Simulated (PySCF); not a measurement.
Structure problem from calculated spectra and properties.

Elements present: C, H and Se. Monoisotopic mass: 109.9635 u.

| Property | Result |
| --- | --- |
| Dipole | 1.76 D [PBE0/6-31G] |
| NMR, other nuclei | isotropic shieldings of nuclei other than C and H, by class: 1987 (1 Se) ppm [GIAO PBE0/6-31G] |
| 13C NMR | chemical shifts (computed TMS as zero) by class: 14.1 (2 C) ppm [GIAO PBE0/6-31G] |
| Rotational structure | rotational constants A, B, C: 11.424, 6.876, 4.545 GHz [PBE0-D3(BJ)/def2-SVP] |
| 1H NMR | chemical shifts (computed TMS as zero) by class: 1.59 (6 H) ppm [GIAO PBE0/6-31G] |

The electronic properties come from PySCF, for the isolated species, density fitting. Levels stand in brackets. Isolated species at its PBE0-D3(BJ)/def2-SVP geometry, gas phase. The calculation is non-relativistic and has no spin–orbit coupling, an omission that weighs most on selenium. Each NMR value is the plain mean over a class of atoms that symmetry, rotation or inversion makes alike.

Question: Which formula fits the mass and the elements?

Answer: C2H6Se (calculated 109.9635). No other formula that holds each of these elements comes within 0.0003 u with a fitting electron parity and a possible valence count.

Question: Give a SMILES that accounts for the data.

Answer: Numbering: `[CH3:1][Se:2][CH3:3]`. 2 carbons fall into 1 class: sp3 carbon bound to selenium [C1/C3] (14.1 ppm, 2 C). All hydrogens form one class (1.59 ppm): methyl hydrogen. The other shieldings belong to: 1987 ppm, selenium bonded to 2 C [Se2]. The optimised geometry has point group C2v and is an asymmetric top. Structure: Me2Se (`C[Se]C`). The assignments are read from this structure; whether some other isomer fits the data as well wasn't checked. NMR values of atoms bound to Se lack the spin–orbit term that these neighbours bring.
